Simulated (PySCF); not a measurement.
Sn(F)2(Me)(OH) (CH4F2OSn), SMILES [OH][Sn]([F])([CH3])[F]. Coordinates come from a B3LYP-D3(BJ)/def2-SVP optimisation. The structure was generated by enumeration; whether it is a known compound was not checked. The def2 effective core potentials stand for the cores of Sn; spin–orbit coupling is left out. Other conformers were not sampled.

Computed equilibrium geometry at B3LYP-D3(BJ)/def2-SVP (PySCF confirms it by a frequency run) as a Z-matrix, and its point group (one conformer of several):
point group Cs.
```
Sn
F 1 1.9404
F 1 1.9404 2 101.95
O 1 1.9705 2 107.17 3 112.41
H 4 0.9687 1 112.20 2 -54.40
C 1 2.1318 2 112.94 3 -121.48
H 6 1.0976 1 108.21 2 117.45
H 6 1.0976 7 110.59 1 118.37
H 6 1.0977 7 110.71 8 123.09
```
